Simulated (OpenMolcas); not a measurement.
Ta3+: moving or changing the point charges

Ta3+ among 6 point charges of -1.7 e arranged as an octahedron (Oh), 2.11 Å from the ion.
```
   2.1100    0.0000    0.0000  -1.70
   0.0000    2.1100    0.0000  -1.70
  -2.1100    0.0000    0.0000  -1.70
   0.0000   -2.1100    0.0000  -1.70
   0.0000    0.0000    2.1100  -1.70
   0.0000    0.0000   -2.1100  -1.70
```

```
Program             : OpenMolcas 26.06
Method              : CASSCF
Basis               : ANO-RCC-VTZP [8s7p5d3f2g1h]
Scalar Hamiltonian  : DKH2, point nucleus
Active space        : 2 electrons in 5 orbitals (5d)
State averaging     : 2S+1 = 3 even, 10 roots; 2S+1 = 1 even, 15 roots
Spin-orbit coupling : RASSI with atomic mean-field integrals over the reference wave functions
```

Runs around this geometry, states (labels of O, the rotations of Oh). Energies in cm-1 above the lowest state or level, χT in cm3 K/mol; under a threefold ground state the first gap can be a small split of the lowest multiplet, not the spin-orbit step; 10Dq and B are least-squares fits to the states below 45000 cm-1, weighted by degeneracy, with a free offset, and given where the rms deviation is under 5 % of |10Dq| (or 100 cm-1) and under 700 cm-1.

```json
{"R (Å)": "2.11", "q (e)": "-0.85", "Ground state": "3T1", "First state of that spin": "3T2 6426", "10Dq": "7609", "B (rms of fit)": "714 (124)", "First gap with spin-orbit (degeneracies)": "729.9 (2, 3)", "χT at 300 K": "0.077", "First state of another spin": "1T2 10351"}
{"R (Å)": "2.11", "q (e)": "-1.7", "Ground state": "3T1", "First state of that spin": "3T2 13990", "10Dq": "16186", "B (rms of fit)": "649 (404)", "First gap with spin-orbit (degeneracies)": "430.9 (2, 3)", "χT at 300 K": "0.082", "First state of another spin": "1E 9367"}
{"R (Å)": "2.26", "q (e)": "-1.7", "Ground state": "3T1", "First state of that spin": "3T2 9744", "10Dq": "11426", "B (rms of fit)": "691 (247)", "First gap with spin-orbit (degeneracies)": "588.8 (2, 3)", "χT at 300 K": "0.069", "First state of another spin": "1T2 9986"}
```

Taking |10Dq| as R^-n, n = -ln(11426 / 16186) / ln(2.26 / 2.11) = 5.1 between the shortest and longest distance. The point-charge formula for a cubic d site gives n = 5.

Scaling the charges by -0.85 / -1.7 = 0.50 scales |10Dq| by 7609 / 16186 = 0.47; with fixed orbitals a first-order splitting would follow the charge.

An orbital triplet at a regular site is open to Jahn-Teller coupling, which can distort the site and quench the lowest spin-orbit gaps and is left out. Without dynamic correlation the repulsion within the d shell is too large (B by tens of per cent), so at a given field states of lower spin stand too high. This field is weak: 10Dq is about 7609 cm-1, while octahedral complexes of 5d ions of charge 3 and more, computed by the same method with explicit ligands, had a median near 35000 cm-1. Ground spin and moment need not be those of a real site (figures for R = 2.11, q = -0.85; the like holds for R = 2.11, q = -1.7, R = 2.26, q = -1.7). This is an electrostatic model: the charges have no orbitals. No measured value stands beside these numbers.
